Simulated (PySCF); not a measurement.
Compound: (GeH3)2PPF2, F2Ge2H6P2.
Bonds: F1–P2, P2–F3, P2–P4, P4–Ge5, P4–Ge6. Hydrogens: H7, H8, H9 on Ge5; H10, H11, H12 on Ge6.

Method: PBE0-D3(BJ)/def2-SVP geometry optimisation, gas phase (PySCF).

(1) List the bond lengths, angles and torsions at this level.

Answers

(1) 
```csv
bond,length (Å)
"F1–P2, P2–F3",1.617
P2–P4,2.232
"P4–Ge5, P4–Ge6",2.334
Ge5–H7 and 5 like bonds,1.538
```

Bonds in one row agree within 0.01 Å and their mean is given. A selection of angles:
```csv
angle,degrees
F1–P2–F3,98.4
F1–P2–P4,98.2
F3–P2–P4,96.1
P2–P4–Ge5,91.9
P2–P4–Ge6,94.9
Ge5–P4–Ge6,97.0
P4–Ge5–H7,108.0
P4–Ge5–H8,110.8
H7–Ge5–H8,109.7
H7–Ge5–H9,110.7
```

Torsions: F1–P2–P4–Ge5 169° (antiperiplanar). The mirror-image conformer, all signs reversed, is as good.

P2 (three-coordinate phosphorus) is pyramidal (angles 98.4°, 98.2° and 96.1°, sum 292.7°, 0.88 Å off the plane of its three neighbours). P4 (three-coordinate phosphorus) is pyramidal (angles 97.0°, 94.9° and 91.9°, sum 283.8°, 1.22 Å off the plane of its three neighbours). Ge5 (germanium bonded to P and 3 H) is tetrahedral (angles from 107.9° to 110.8°).

Point group: C1 (no symmetry element, even within 0.4 Å). Not checked by PBE0-D3(BJ)/def2-SVP frequencies. The numbers are those of one conformer.
